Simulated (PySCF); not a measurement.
AsFH4O2Si.

```xyz
9

O     -0.9421    -1.0567     1.5630
Si    -0.8140    -0.2067     0.1618
O     -1.8318     1.0915     0.2764
F     -1.3151    -1.1076    -1.0990
As     1.3880     0.3777    -0.2895
H     -1.8268    -1.1326     1.9392
H     -2.0456     1.5690    -0.5317
H      1.6364     0.7373     1.1636
H      1.8556    -1.0540    -0.1050
```

Geometry optimised at ωB97X-D3(BJ)/def2-SVP. Other conformers were not sampled.

Computed with PySCF with PBE0/pcSseg-1. Non-relativistic, no solvent.

Computed absolute GIAO shielding of each atom: isotropic value and principal components (ppm):
```
atom  σ(iso)     σ11     σ22     σ33   span
----  ------  ------  ------  ------  -----
O1     263.6   223.5   245.4   321.9   98.4
Si2    369.0   324.0   374.2   408.7   84.8
O3     258.1   225.7   244.0   304.8   79.1
F4     280.7   224.5   248.0   369.5  145.1
As5   1980.4  1866.1  1989.6  2085.4  219.3
H6      28.7    20.6    22.4    43.0   22.4
H7      29.1    21.9    23.6    41.8   20.0
H8      29.4    22.1    24.3    41.7   19.6
H9      29.3    22.1    24.2    41.5   19.4
```
